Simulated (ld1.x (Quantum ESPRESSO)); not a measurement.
**What one change does to a pseudopotential (Mg, TM)**

```
Element                 : magnesium
Generator               : ld1.x (Quantum ESPRESSO) 7.5
Type                    : norm-conserving Troullier–Martins (Kleinman–Bylander form)
Functional              : LDA (PZ)
Relativity              : scalar-relativistic
Frozen core             : [Ne]
Valence charge          : 2
Reference configuration : 3s1 3p1
Partial waves           : 3p (bound): rc 2.95 bohr; 3s (bound): rc 2.70 bohr
Local potential         : the s channel
Core correction         : Bessel-smoothed model core inside 1.20 bohr
```

Change: core correction Bessel-smoothed model core inside 2.58 bohr.

Cutoffs: the cutoffs (Ry, on a coarse ladder) from which the occupation-weighted sum of valence levels, in a spherical-Bessel basis at the reference potential, stays within 10 and 1 mRy of its value at 400 Ry; they do not see the model core or the augmentation charge, which bear on the density cutoff. Errors are all-electron minus pseudo energies relative to the spin-unpolarised reference configuration.

Problem. What does the change do?

Solution. Both files are so soft that the ladder of cutoffs tells neither apart; of the 7 tests that both files solve, the error grows in 4 and shrinks in 3 by more than 15 % and 0.3 meV (median size 2.2 → 2.7 meV); neither file shows a bound ghost. A wider model core is smoother and lowers the density cutoff, which this test does not measure.

```csv
quantity,base,changed
"cutoff, loose",6 Ry,6 Ry
"cutoff, tight",12 Ry,12 Ry
bound ghosts,none,none
"error for 3s2 3p0, meV [ΔE -3.52 eV]",-5.0,+1.0
"error for 3s1 3p0, meV [ΔE 4.55 eV]",+2.0,+2.7
"error for 3s1.5 3p0, meV [ΔE -0.33 eV]",-2.2,-0.5
"error for 3s0 3p1, meV [ΔE 8.94 eV]",+1.4,+17
"error for 3s0 3p2, meV [ΔE 3.75 eV]",-6.4,+1.8
"error for 3s1 3p1 (spin-polarised), meV [ΔE -0.69 eV]",-1.4,+29
"error for 3s1 3p0 (spin-polarised), meV [ΔE 4.23 eV]",-3.3,+23
s: phases at 3.19 bohr within 0.05 rad from the reference energy up to (Ry; the scan ends near 5),1.3,1.3
p: phases at 3.19 bohr within 0.05 rad from the reference energy up to (Ry; the scan ends near 5),0.8,0.8
```
